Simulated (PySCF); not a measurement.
## Co²⁵⁺ (cobalt, charge +25) across methods

1s2, closed-shell 1S. Computed with PySCF 2.14 in an even-tempered Gaussian basis (17 s from 28 bohr⁻², ratio 2.2; 7 p from 43 bohr⁻², ratio 2.4; 4 d from 130 bohr⁻², ratio 2.4; 3 f from 190 bohr⁻², ratio 2.4; 3 g from 290 bohr⁻², ratio 2.4), with the spin-free X2C one-electron Hamiltonian (Gaussian nucleus). The B2PLYP total includes its PT2 part (frozen core); its orbital energies are those of the SCF part.

```json
{"method": "PBE0", "E (hartree)": "-718.903", "mean ε 1s (eV)": "-9423.2", "Σ⟨r²⟩ (bohr²)": "0.008236", "⟨S²⟩": "0.000"}
{"method": "r2SCAN0", "E (hartree)": "-719.143", "mean ε 1s (eV)": "-9438.3", "Σ⟨r²⟩ (bohr²)": "0.008225", "⟨S²⟩": "0.000"}
{"method": "UHF", "E (hartree)": "-719.07725", "mean ε 1s (eV)": "-9552.1", "Σ⟨r²⟩ (bohr²)": "0.008217", "⟨S²⟩": "0.000"}
{"method": "B2PLYP", "E (hartree)": "-719.085", "mean ε 1s (eV)": "-9472.6", "Σ⟨r²⟩ (bohr²)": "0.008228", "⟨S²⟩": "0.000"}
{"method": "LDA", "E (hartree)": "-716.946", "mean ε 1s (eV)": "-9359.0", "Σ⟨r²⟩ (bohr²)": "0.008262", "⟨S²⟩": "0.000"}
{"method": "r2SCAN", "E (hartree)": "-719.150", "mean ε 1s (eV)": "-9400.2", "Σ⟨r²⟩ (bohr²)": "0.008227", "⟨S²⟩": "0.000"}
```

Q: Estimate the same row for PBE.

A: E (hartree) = -718.830; mean ε 1s (eV) = -9380.0; Σ⟨r²⟩ (bohr²) = 0.008242; ⟨S²⟩ = 0.000.
